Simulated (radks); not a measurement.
Task: Species: La39+. Configuration: [Ar] (the NIST ground configuration). Method: Dirac Kohn-Sham, PBE, spin-unpolarised, spherical densities, finite nucleus; Fermi nuclear charge, rms radius 4.855 fm; computed with a radial shooting solver on a logarithmic mesh with Libxc functionals.

Spin-orbit splittings of the eigenvalues, e(l+1/2) - e(l-1/2), with zeta = 2 splitting/(2l+1) and mean radii in bohr:

| shell | occ. | splitting (eV) | zeta (eV) | <r> j=l-1/2 | <r> j=l+1/2 |
|---|---|---|---|---|---|
| 2p | 6 | 420.3 | 280.2 | 0.08898 | 0.09488 |
| 3p | 6 | ? | ? | 0.2487 | 0.2579 |
| 3d | 0 | 24.04 | 9.614 | 0.2242 | 0.2271 |

Estimate the 3p splitting.

Result: 101.9 eV (zeta = 67.94 eV).
